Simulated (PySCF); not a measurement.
Computed with B3LYP-D3(BJ)/def2-TZVP // B3LYP-D3(BJ)/def2-SVP run with PySCF 2.14.0. Isolated molecules, 0 K electronic values unless said otherwise. One relaxed conformer stands for a flexible species; it need not be the lowest. B3LYP has the VWN-RPA correlation part, as in Gaussian. Excitations are Tamm–Dancoff values on a coarser integration grid. The basis has no diffuse functions, so Rydberg states are missing or too high.

Reference species (SMILES): `C[CH2][Sn]([OH])([OH])[CH2]C` (neutral, multiplicity 1).

```
Quantity                Value
-------------------  --------
HOMO                 -7.24 eV
S1–T1 gap (TDA)       0.84 eV
T1 excitation (TDA)   5.07 eV
LUMO                 -0.63 eV
```

Changed species: `[OH][Sn]([OH])([OH])[CH2]C` (1 of 4 OH replaced by C2H5; the reference has 2 of 4 OH replaced by C2H5).

Q: Give the shifts of the HOMO, S1–T1 gap (TDA), T1 excitation (TDA) and LUMO.

A: the HOMO decreases by 0.62 eV, to -7.86 eV; the S1–T1 gap (TDA) increases by 0.02 eV, to 0.86 eV; the T1 excitation (TDA) falls by 0.19 eV, to 4.88 eV; the LUMO falls by 0.71 eV, to -1.34 eV.
